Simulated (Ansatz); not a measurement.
Ansatz (a first-principles code) job for BeF2, SMILES [F][Be][F], r2SCAN-D4/def2-TZVP. 

Ansatz 0.2 input:
```yaml
crystal:
  periodic: [false, false, false]
  atoms:
    - {symbol: Be, position_ang: [0.00000000, 0.00000000, 0.00000000]}
    - {symbol: F, position_ang: [0.00000000, 0.00000000, -1.36954248]}
    - {symbol: F, position_ang: [0.00000000, 0.00000000, 1.36954248]}
basis:
  gaussian:
    orbitals: def2-TZVP
hamiltonian:
  xc: r2scan
  dispersion: d4
relax: {f_tol: 0.002, max_steps: 200}
```

Log of the run:

```
WARN ansatz: RAYON_NUM_THREADS=1 ignored (pool sized by the plan → 1); use --threads N
Functional definition: r2SCAN
integrals: 0.01 GiB planned
453 factors; their error is unknown
mean field: 0.15 GiB planned
mean field evaluation 1: about -5835.1633 eV, gradient 5.5e1 eV
mean field evaluation 2: about -5823.1209 eV, gradient 1.1e2 eV
mean field evaluation 4: about -5839.2786 eV, gradient 8.9e-1 eV
mean field evaluation 8: about -5839.2785 eV, gradient 4.5e-3 eV
mean field -5839.27852637 eV, -214.5895278391 hartree, gradient 2.3e-6 eV, S^2 0.000000; 0 other end points of the search recorded, 0 dependent functions left out
the calculation of the forces begins
reference -5839.27854013 eV, -214.5895283445 hartree; 11, 11 occupied and 70, 70 virtual orbitals, 453 factors
relax step   1: F+E_penalty+E_count = -5839.28355579 eV  Δ(F+E_penalty+E_count) = +0.000e0 eV  max|allowed force component| = 4.567e-1 eV/Å  Δτ_max = 0.0000 Å  (25 SCF iters, accepted)
these checks for a lower state are left out or cut short: starts, cluster_reference, orbital_swaps, neighbouring_geometries, increment
integrals: 0.01 GiB planned
453 factors; their error is unknown
mean field: 0.15 GiB planned
mean field evaluation 16: about -5839.2834 eV, gradient 6.0e-1 eV
mean field -5839.28294864 eV, -214.5896903543 hartree, gradient 1.1e-5 eV, S^2 0.000000; 0 other end points of the search recorded, 0 dependent functions left out
the calculation of the forces begins
reference -5839.28296238 eV, -214.5896908592 hartree; 11, 11 occupied and 70, 70 virtual orbitals, 453 factors
relax step   2: F+E_penalty+E_count = -5839.28797252 eV  Δ(F+E_penalty+E_count) = -4.417e-3 eV  max|allowed force component| = 2.009e-1 eV/Å  Δτ_max = 0.0067 Å  (26 SCF iters, accepted)
these checks for a lower state are left out or cut short: starts, cluster_reference, orbital_swaps, neighbouring_geometries, increment
integrals: 0.01 GiB planned
453 factors; their error is unknown
mean field: 0.15 GiB planned
mean field -5839.28404706 eV, -214.5897307206 hartree, gradient 1.1e-5 eV, S^2 0.000000; 0 other end points of the search recorded, 0 dependent functions left out
the calculation of the forces begins
reference -5839.28406079 eV, -214.5897312252 hartree; 11, 11 occupied and 70, 70 virtual orbitals, 453 factors
relax step   3: F+E_penalty+E_count = -5839.28906653 eV  Δ(F+E_penalty+E_count) = -1.094e-3 eV  max|allowed force component| = 4.914e-3 eV/Å  Δτ_max = 0.0053 Å  (27 SCF iters, accepted)
these checks for a lower state are left out or cut short: starts, cluster_reference, orbital_swaps, neighbouring_geometries, increment
integrals: 0.01 GiB planned
453 factors; their error is unknown
mean field: 0.15 GiB planned
mean field evaluation 32: about -5839.2851 eV, gradient 9.6e-2 eV
mean field -5839.28404784 eV, -214.5897307493 hartree, gradient 1.2e-5 eV, S^2 0.000000; 0 other end points of the search recorded, 0 dependent functions left out
the calculation of the forces begins
reference -5839.28406157 eV, -214.5897312539 hartree; 11, 11 occupied and 70, 70 virtual orbitals, 453 factors
relax step   4: F+E_penalty+E_count = -5839.28906720 eV  Δ(F+E_penalty+E_count) = -6.684e-7 eV  max|allowed force component| = 3.899e-5 eV/Å  Δτ_max = 0.0001 Å  (17 SCF iters, accepted)
integrals: 0.01 GiB planned
453 factors; their error is unknown
mean field: 0.15 GiB planned
mean field -5839.28404784 eV, -214.5897307493 hartree, gradient 2.0e-5 eV, S^2 0.000000; 1 other end points of the search recorded, 0 dependent functions left out
the calculation of the forces begins
reference -5839.28406157 eV, -214.5897312539 hartree; 11, 11 occupied and 70, 70 virtual orbitals, 453 factors
Total energy: -5839.28908093 eV, -214.5899157118 hartree
Atom 0 at     0.000000     0.000000     0.000000 Å, force    -0.000000     0.000000     0.000000 eV/Å
Atom 1 at    -0.000000    -0.000000    -1.381751 Å, force     0.000000    -0.000000    -0.000039 eV/Å
Atom 2 at    -0.000000    -0.000000     1.381751 Å, force     0.000000    -0.000000     0.000039 eV/Å
Dipole moment:    -0.000000    -0.000000    -0.000000 e Å
```

The calculation finished and met its thresholds.

Cost: roughly 6 core-seconds.
